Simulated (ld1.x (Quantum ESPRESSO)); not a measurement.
# Configuration tests for nitrogen (TM)

ld1.x (Quantum ESPRESSO) 7.5 input, shortened:

```
&input
   title='N', zed=7., rel=1, dft='PW91', iswitch=3,
   config='[He] 2s2 2p1 3d-2'
 /
 &inputp
   pseudotype=2, tm=.true., lloc=-1, rcloc=1.05,
   nlcc=.true.
 /
3
2S  1  0   2.00   0.00  0.80  0.80  0.0
2P  2  1   1.00   0.00  1.10  1.10  0.0
3D  3  2  -2.00   0.40  1.00  1.00  0.0
 &test
   configts(1)='2s2 2p1'
 /
```

Energies are relative to the spin-unpolarised reference configuration 2s2 2p1; without spin polarisation the order of configurations can differ from experiment.

| valence configuration | charge | ΔE all-electron (eV) | error AE − PS (meV) |
| --- | --- | --- | --- |
| 2s2 2p2 | +1 | -28.954 | +18 |
| 2s2 2p0 | +3 | 47.189 | +59 |
| 2s1 2p4 | 0 | -31.143 | +51 |
| 2s2 2p2.5 | +0.5 | -37.495 | +29 |
| 2s0 2p5 | 0 | -19.634 | +79 |
| 2s1 2p3 | +1 | -17.203 | +38 |

Q: What are ΔE and the potential's error for 2s2 2p3?

A: ΔE = -42.627 eV all-electron; the error (AE − PS) is +36 meV.
